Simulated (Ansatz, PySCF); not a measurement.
pent-4-en-1-ol (C₅H₁₀O), SMILES C=CCCCO. Atoms are numbered in the order given.

```xyz
16

C      2.6495     0.4140    -0.3480
C      1.4208     0.4401     0.1757
C      0.5774    -0.7664     0.4753
C     -0.6325    -0.9299    -0.4641
C     -1.5355     0.2933    -0.5306
O     -1.9152     0.6471     0.7865
H      3.1453    -0.5320    -0.5923
H      3.2098     1.3317    -0.5474
H      0.9643     1.4093     0.4117
H      1.1959    -1.6775     0.4234
H      0.1952    -0.6862     1.5064
H     -0.2842    -1.1543    -1.4869
H     -1.2278    -1.7954    -0.1270
H     -2.4184     0.0597    -1.1596
H     -0.9966     1.1244    -1.0289
H     -2.4534     1.4467     0.7473
```

The structure is a stationary point at B3LYP-D3(BJ)/def2-SVP. One conformer was computed; it need not be the lowest.

Two levels are set side by side: PBE-D3(BJ)/def2-SVP (Ansatz, a first-principles code) and B3LYP-D3(BJ)/def2-SVP (Ansatz). Each level has its own optimised geometry; the coordinates shown are those of the second. Frequencies come from the Hessian of PySCF at each geometry. Differences are taken from unrounded values.

```json
[
 {"quantity": "mean bond length (Å)", "B3LYP-D3(BJ)": "1.213", "PBE-D3(BJ)": "1.220", "PBE-D3(BJ) minus B3LYP-D3(BJ)": "0.007"},
 {"quantity": "bond C1–C2 (Å)", "B3LYP-D3(BJ)": "1.336", "PBE-D3(BJ)": "1.345", "PBE-D3(BJ) minus B3LYP-D3(BJ)": "0.009"},
 {"quantity": "bond C2–C3 (Å)", "B3LYP-D3(BJ)": "1.502", "PBE-D3(BJ)": "1.503", "PBE-D3(BJ) minus B3LYP-D3(BJ)": "0.001"},
 {"quantity": "bond C3–C4 (Å)", "B3LYP-D3(BJ)": "1.540", "PBE-D3(BJ)": "1.543", "PBE-D3(BJ) minus B3LYP-D3(BJ)": "0.003"},
 {"quantity": "bond C4–C5 (Å)", "B3LYP-D3(BJ)": "1.522", "PBE-D3(BJ)": "1.525", "PBE-D3(BJ) minus B3LYP-D3(BJ)": "0.003"},
 {"quantity": "bond C5–O6 (Å)", "B3LYP-D3(BJ)": "1.416", "PBE-D3(BJ)": "1.420", "PBE-D3(BJ) minus B3LYP-D3(BJ)": "0.005"},
 {"quantity": "bond C1–H7 (Å)", "B3LYP-D3(BJ)": "1.096", "PBE-D3(BJ)": "1.104", "PBE-D3(BJ) minus B3LYP-D3(BJ)": "0.008"},
 {"quantity": "bond C1–H8 (Å)", "B3LYP-D3(BJ)": "1.094", "PBE-D3(BJ)": "1.101", "PBE-D3(BJ) minus B3LYP-D3(BJ)": "0.008"},
 {"quantity": "bond C2–H9 (Å)", "B3LYP-D3(BJ)": "1.097", "PBE-D3(BJ)": "1.106", "PBE-D3(BJ) minus B3LYP-D3(BJ)": "0.009"},
 {"quantity": "bond C3–H10 (Å)", "B3LYP-D3(BJ)": "1.102", "PBE-D3(BJ)": "1.110", "PBE-D3(BJ) minus B3LYP-D3(BJ)": "0.008"},
 {"quantity": "bond C3–H11 (Å)", "B3LYP-D3(BJ)": "1.103", "PBE-D3(BJ)": "1.111", "PBE-D3(BJ) minus B3LYP-D3(BJ)": "0.009"},
 {"quantity": "bond C4–H12 (Å)", "B3LYP-D3(BJ)": "1.103", "PBE-D3(BJ)": "1.111", "PBE-D3(BJ) minus B3LYP-D3(BJ)": "0.008"},
 {"quantity": "bond C4–H13 (Å)", "B3LYP-D3(BJ)": "1.103", "PBE-D3(BJ)": "1.111", "PBE-D3(BJ) minus B3LYP-D3(BJ)": "0.008"},
 {"quantity": "bond C5–H14 (Å)", "B3LYP-D3(BJ)": "1.109", "PBE-D3(BJ)": "1.118", "PBE-D3(BJ) minus B3LYP-D3(BJ)": "0.009"},
 {"quantity": "bond C5–H15 (Å)", "B3LYP-D3(BJ)": "1.109", "PBE-D3(BJ)": "1.119", "PBE-D3(BJ) minus B3LYP-D3(BJ)": "0.010"},
 {"quantity": "bond O6–H16 (Å)", "B3LYP-D3(BJ)": "0.965", "PBE-D3(BJ)": "0.973", "PBE-D3(BJ) minus B3LYP-D3(BJ)": "0.008"},
 {"quantity": "highest harmonic wavenumber (cm⁻¹)", "B3LYP-D3(BJ)": "3834", "PBE-D3(BJ)": "3727", "PBE-D3(BJ) minus B3LYP-D3(BJ)": "-107"},
 {"quantity": "mean harmonic wavenumber (cm⁻¹)", "B3LYP-D3(BJ)": "1484", "PBE-D3(BJ)": "1443", "PBE-D3(BJ) minus B3LYP-D3(BJ)": "-41"},
 {"quantity": "zero-point energy (kcal/mol)", "B3LYP-D3(BJ)": "89.08", "PBE-D3(BJ)": "86.63", "PBE-D3(BJ) minus B3LYP-D3(BJ)": "-2.45"}
]
```

GGA bonds tend to be longer and softer than those of functionals with exact exchange. Differences between two approximate levels are no errors against the true value.
